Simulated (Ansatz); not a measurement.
Nb(NH)Cl3 (NbNCl3H). Total charge 0; singlet. Geometry PBE0-D4/def2-SVP, basis def2-TZVP, Ansatz.

```json
{"run": "A", "HOMO (eV)": "-10.19", "LUMO (eV)": "-1.80"}
{"run": "B", "HOMO (eV)": "-8.57", "LUMO (eV)": "-3.04"}
{"run": "C", "HOMO (eV)": "-7.42", "LUMO (eV)": "-3.50"}
{"run": "D", "HOMO (eV)": "-11.07", "LUMO (eV)": "-0.80"}
{"run": "E", "HOMO (eV)": "-7.81", "LUMO (eV)": "-3.55"}
{"run": "F", "HOMO (eV)": "-7.48", "LUMO (eV)": "-3.58"}
```

In the def2 sets Nb takes a core potential; there is no spin–orbit coupling. B3LYP takes the VWN-RPA correlation.

**Question.** The runs used B3LYP, CAM-B3LYP, PBE, r2SCAN, revPBE, ωB97M-V. Estimate which is which.

**Answer.** A CAM-B3LYP (range-separated); B B3LYP (20 % exact exchange); C revPBE (0 % exact exchange); D ωB97M-V (range-separated); E r2SCAN (0 % exact exchange); F PBE (0 % exact exchange). Exact exchange lowers occupied and raises empty levels; among semilocal functionals meta-GGAs tend to open the gap a little, and such runs are hard to tell apart. The gap grows from 3.90 eV (PBE) to 10.28 eV (ωB97M-V).
